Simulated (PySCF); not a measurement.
## How methods differ on the excitation energy of Hf

Hf [Xe] 4f14 5d2 6s2 (3F) → Hf [Xe] 4f14 5d4 (5D), as a difference of total energies. Calculation: PySCF 2.14, in aug-cc-pVTZ-PP with one added diffuse shell each of s, p, d, f, g type with ECP60MDF (7s7p6d4f3g, 113 functions); a scalar-relativistic core potential. Correlated levels: valence: 5s2 5p6 frozen. The calculations carry no spin-orbit coupling.

| method | excitation energy (eV) |
| --- | --- |
| UHF | 4.369 |
| LDA | 4.120 |
| PBE | 3.992 |
| PBE0 | 4.078 |
| r2SCAN | 4.099 |
| TPSS | 4.187 |
| CAM-B3LYP | 4.668 |
| r2SCANh | 4.129 |
| MP2 (valence) | 4.729 |
| SCS-MP2 (valence) | 5.392 |

Q: How much does correlation contribute at MP2 (valence)?

A: 4.729 − (4.369) = 0.360 eV, measured against UHF.
